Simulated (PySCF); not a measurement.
Species: C₂H₁₀N₂Si (charge 0, singlet). SMILES: C[Si](C)(N)N
Structure (B3LYP-D3(BJ)/def2-TZVP (Ansatz) minimum search):
```xyz
15

C      0.9644    -0.8531     1.3406
Si     0.0073    -0.0002    -0.0291
C     -1.4796     0.8638     0.7210
N     -0.3374    -1.2341    -1.1815
N      0.8565     1.2233    -0.8959
H      0.3760    -1.6464     1.8103
H      1.8852    -1.2996     0.9591
H      1.2363    -0.1407     2.1230
H     -2.0893     0.1585     1.2903
H     -1.1793     1.6631     1.4044
H     -2.1116     1.3043    -0.0532
H     -0.8128    -1.0211    -2.0439
H     -0.4923    -2.1875    -0.8972
H      1.6812     1.0030    -1.4312
H      0.8618     2.1798    -0.5815
```
Charge 0, spin multiplicity 1.

Dispersion corrections to the total energy (kcal/mol) from the dftd3 and dftd4 libraries through PySCF: D3(BJ) without and D4 with the three-body term, each with the damping fitted for the functional named.

```json
[
 {"functional": "BHLYP", "D3(BJ)": "-10.20", "D4": "-8.61"},
 {"functional": "LC-wPBE", "D3(BJ)": "-7.16", "D4": "-8.10"},
 {"functional": "r2SCAN", "D3(BJ)": "-2.22", "D4": "…"},
 {"functional": "PW6B95", "D3(BJ)": "…", "D4": "-6.29"},
 {"functional": "TPSSh", "D3(BJ)": "-8.76", "D4": "-8.98"},
 {"functional": "BLYP", "D3(BJ)": "-15.77", "D4": "…"},
 {"functional": "B2PLYP", "D3(BJ)": "-6.08", "D4": "-5.13"}
]
```

### Question
What belongs in the gaps?

### Answer

- r2SCAN, D4: -1.90
- PW6B95, D3(BJ): -3.88
- BLYP, D4: -15.92
